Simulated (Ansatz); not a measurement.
GeH₆N₂ (`[NH2][GeH2][NH2]`) at its PBE0-D4/def2-TZVP geometry, where that method's forces vanish. The species carries charge 0 and has multiplicity 1.

```
atom    x (Å)    y (Å)    z (Å)
  N1   1.2560  -0.5551  -0.6980
 Ge2  -0.3237   0.3154  -0.3753
  N3  -0.6564  -0.0291   1.3932
  H4   2.0442  -0.1987  -0.1758
  H5   1.5106  -0.6385  -1.6716
  H6  -1.3232  -0.2704  -1.3998
  H7  -0.3057   1.8577  -0.4891
  H8  -1.3925   0.5235   1.8086
  H9  -0.8093  -1.0047   1.6077
```

Problem. For each bond, give half the difference of the two atoms' forces along it (eV/Å; positive pushes the atoms apart) under PBE-D4, r2SCAN-D4, B3LYP-D4, ωB97M-V in def2-TZVPP. (Estimate.)

Solution. Ansatz gave: 
| bond | length (Å) | PBE-D4 | r2SCAN-D4 | B3LYP-D4 | ωB97M-V |
| --- | --- | --- | --- | --- | --- |
| N1–Ge2 | 1.832 | 0.16 | 0.05 | 0.20 | 0.07 |
| N1–H4 | 1.010 | 0.20 | 0.02 | -0.05 | -0.04 |
| N1–H5 | 1.010 | 0.22 | 0.04 | -0.04 | -0.03 |
| Ge2–N3 | 1.832 | 0.16 | 0.05 | 0.20 | 0.07 |
| Ge2–H6 | 1.547 | -0.01 | -0.07 | -0.09 | -0.11 |
| Ge2–H7 | 1.547 | -0.01 | -0.07 | -0.09 | -0.11 |
| N3–H8 | 1.010 | 0.22 | 0.04 | -0.04 | -0.03 |
| N3–H9 | 1.010 | 0.20 | 0.02 | -0.05 | -0.04 |

B3LYP here is the variant with VWN-RPA as its local correlation; programs differ in this.
